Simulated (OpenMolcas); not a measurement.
# N II: effect of correlating more closed shells

```
Program             : OpenMolcas
Basis               : ANO-RCC-VTZP [4s3p2d1f]
Scalar Hamiltonian  : DKH2, point nucleus
Active space        : 4 electrons in 4 orbitals (2s 2p)
State averaging     : 2S+1 = 3 even, 6 roots; 2S+1 = 1 even, 6 roots; 2S+1 = 5 odd, 1 root; 2S+1 = 3 odd, 9 roots; 2S+1 = 1 odd, 8 roots
Spin-orbit coupling : RASSI with atomic mean-field integrals over the reference wave functions, term energies averaged over their components
```

Methods on the same reference wave functions:
A. CASSCF
B. MS-CASPT2, IPEA 0.25 Eh, imaginary shift 0.1 Eh (closed shells correlated: none)
C. MS-CASPT2, IPEA 0.25 Eh, imaginary shift 0.1 Eh (closed shells correlated: 1s)

Energies in cm⁻¹ above 2s² 2p² ³P₀, the measured ground level; measured values from NIST Handbook of Basic Atomic Spectroscopic Data.

```
      Level       A       B       C  Measured
2s² 2p² ³P₀     0.0     0.0     0.0       0.0
2s² 2p² ³P₁    44.1    44.3    44.3      48.7
2s² 2p² ³P₂     131     132     132       131
2s² 2p² ¹D₂   17523   15250   15370     15316
2s² 2p² ¹S₀   30700   31670   31910     32689
2s 2p³ ⁵S°₂   35590   43880   43830     46785
2s 2p³ ³D°₂   95680   90340   90140     92250
2s 2p³ ³D°₁   95680   90340   90140     92251
2s 2p³ ³D°₃   95680   90340   90150     92236
2s 2p³ ³P°₀  113096  108880  108710    109223
2s 2p³ ³P°₁  113096  108880  108710    109216
2s 2p³ ³P°₂  113097  108880  108710    109217
2s 2p³ ¹D°₂  160602  147080  146530    144188
2s 2p³ ³S°₁  167832  158720  157870    155127
2s 2p³ ¹P°₁  177629  165340  164820    166766
```

Deviations, from unrounded energies. A percentage is the sum of absolute deviations over the sum of measured energies, with the sign that they share, or ± where signs differ.

```json
{"Against measurement": "mean absolute deviation (cm-1)", "Levels": "14", "A": "5500", "B": "1300", "C": "1300"}
{"Against measurement": "fine structure of the ground term (%)", "Levels": "2", "A": "±2.6", "B": "±2.9", "C": "±2.9"}
{"Against measurement": "other terms of the ground configuration (%)", "Levels": "2", "A": "±8.7", "B": "-2.3", "C": "±1.7"}
{"Against measurement": "other configurations (%)", "Levels": "10", "A": "±6.5", "B": "±1.6", "C": "±1.6"}
```

B, C lie about equally close to measurement and A furthest from it. The largest miss of B in the table is 2s 2p³ ³S°₁, by +3600 cm-1. The ranking rests on the paired levels alone, and a cruder setting can come out closer through cancelling errors.

Between B and C the level of the table that moves most is 2s 2p³ ³S°₁, by 860 cm-1 (lowest in C, highest in B). Moves below CASPT2's spread within the term are not significant.

The two smallest mean deviations differ by little beside CASPT2's spread within terms, so their order carries little weight.

From A to B the spin-free energies of the other terms of 2s² 2p² shown, above ³P, scale by factors of 0.87 to 1.03.

The lowest spin-free term lies below A's lowest term by 0.069 hartree in B, 0.076 hartree in C.

What an inner shell adds also hangs on whether the basis holds functions to correlate it.

Term energies are means over components that CASPT2 splits; among the terms shown or strongly mixed into the levels shown the widest spread is 650 cm-1 (2s 2p³ ³D°, C). Without dynamic correlation excited terms often stand tens of per cent too high (terms of higher spin than the ground term too low), and those without a measured partner can miss by more than the paired ones (holds for A). Measured partners are found by configuration, term and J. A level has none where our copy of the source lacks it or the pairing is in doubt (some pairs that miss far off the trend of their configuration count as doubtful), and it then counts in no deviation. Levels of configurations outside the active space are missing. Levels that lie high or do not pair safely by name in every column are left out.

° marks odd parity.
